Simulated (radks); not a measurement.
Effect of the nuclear size on neutral promethium, [Xe] 4f5 6s2. Method: Dirac Kohn-Sham, PBE, spin-unpolarised, spherical densities, finite nucleus; open shells are shared between the two j in proportion to 2j + 1; Fermi nuclear charge, rms radius 4.962 fm; computed with a radial shooting solver on a logarithmic mesh with Libxc functionals. The rms radius is varied about that value; shifts are against it.

rms radius (fm)	total energy shift (eV)	density at nucleus (e/bohr^3)	1s1/2 shift (meV)	2s1/2 shift (meV)	5s1/2 shift (meV)	5p1/2 shift (meV)	6s1/2 shift (meV)	4f7/2 shift (meV)	6p1/2 (empty) shift (meV)
4.4211	-3.01	5.06e+05	-1250	-156	-1.13	0.162	-0.048	0.246	0.051
4.5551	-2.29	5.025e+05	-947	-119	-0.856	0.123	-0.036	0.187	0.038
4.962	0	4.927e+05	0.000	0.000	0.000	0.000	0.000	0.000	0.000
5.2647	1.80	4.86e+05	745	93.5	0.673	-0.097	0.029	-0.147	-0.030
5.7162	4.64	4.769e+05	1920	241	1.73	-0.249	0.074	-0.379	-0.078

Slopes of the eigenvalues against <r^2> in GHz/fm^2, as finite differences over the two radii next to the reference (eigenvalue slopes, not the field-shift constants of lines): 1s1/2 58700, 2s1/2 7370, 5s1/2 53.1, 5p1/2 -7.63, 6s1/2 2.26, 4f7/2 -11.6, 6p1/2 (empty) -2.38.
